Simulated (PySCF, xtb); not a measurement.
C5H8Si, SMILES C=C(C#C)[SiH2]C.

xtb with GFN2-xTB at its own geometry gives an orbital gap of 3.87 eV and a dipole moment of 0.60 D.

The structure is a stationary point at B3LYP-D3(BJ)/def2-SVP. The structure was generated by enumeration, and PubChem lists no compound with its InChIKey, so it may never have been made. Other conformers were not sampled.

**Question.** What does r2SCAN/def2-TZVP (PySCF) give? (An estimate is asked for; the answer gives what the named calculation found.)

**Answer.** gap 4.33 eV (levels -6.32 and -1.98 eV), dipole 0.62 D.
